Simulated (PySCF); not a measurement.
Electron correlation in Se(2+) (selenium, charge +2)

[Ar] 3d10 4s2 4p2, high-spin 3P determinant. All numbers are calculated (PySCF 2.14, the spin-free X2C one-electron Hamiltonian (Gaussian nucleus), in Sapporo-DKH3-DZP-2012 (6s5p3d1f, 43 functions)). Frozen: [Ar] 3d10; 4 electrons correlated.

MP2 pair energies summed by pair of shells (mhartree):

```
 pair  energy  share (%)
4s-4p  -27.30       61.6
4s-4s  -12.40       28.0
4p-4p   -4.64       10.5
```

Total MP2 correlation energy: -44.34 mhartree.

Same-spin part -7.29 and opposite-spin part -37.05 mhartree; SCS-MP2 scales them by 1/3 and 6/5 to -46.89 mhartree.

```csv
level,correlation energy (mhartree)
CCSD,-60.59
(T),-0.64
CCSD(T),-61.23
```

Diagnostics: T1 = 0.0059, D1 = 0.0166, largest double amplitude 0.094.

Question: Is a single reference adequate?

Answer: Mostly. T1 lies below 0.03, but a double amplitude of this size points to a near-degeneracy that CCSD handles and MP2 describes poorly.
